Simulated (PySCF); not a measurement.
**HfN: from constants to spectrum**

PBE0 constants of HfN, ²Σ⁺ (doublet), unpaired electrons σ ↑ (basis Hf cc-pVDZ-PP with ECP60, N cc-pVDZ; scalar-relativistic core potentials; PySCF 2.14; masses 179.9465 and 14.0031 u):

| Property | Result |
| --- | --- |
| ωe | 1026.1 cm⁻¹ |
| ωexe | 3.37 cm⁻¹ |
| Be | 0.44759 cm⁻¹ |
| αe | 0.00200 cm⁻¹ |
| D (centrifugal) | 3.41e-07 cm⁻¹ |

(1) Give the vibrational terms G(v) and spacings up to v = 6.

De is left out where the level can put another filling of the metal’s s and d shells below the measured ground configuration, by anything from nothing to about 1 eV. Spin–orbit coupling is left out, which matters for elements this heavy, above all for dissociation energies. The state is the lowest single determinant that the PBE0 search found; with open d or f shells the true ground state can be another one.

## Answers

(1) G(v) = ωe(v+½) − ωexe(v+½)².

```json
{"v": "0", "G(v) (cm⁻¹)": "512", "G(v) − G(v−1)": "", "Bv (cm⁻¹)": "0.4466"}
{"v": "1", "G(v) (cm⁻¹)": "1532", "G(v) − G(v−1)": "1019", "Bv (cm⁻¹)": "0.4446"}
{"v": "2", "G(v) (cm⁻¹)": "2544", "G(v) − G(v−1)": "1013", "Bv (cm⁻¹)": "0.4426"}
{"v": "3", "G(v) (cm⁻¹)": "3550", "G(v) − G(v−1)": "1006", "Bv (cm⁻¹)": "0.4406"}
{"v": "4", "G(v) (cm⁻¹)": "4549", "G(v) − G(v−1)": "999", "Bv (cm⁻¹)": "0.4386"}
{"v": "5", "G(v) (cm⁻¹)": "5542", "G(v) − G(v−1)": "992", "Bv (cm⁻¹)": "0.4366"}
{"v": "6", "G(v) (cm⁻¹)": "6527", "G(v) − G(v−1)": "986", "Bv (cm⁻¹)": "0.4346"}
```
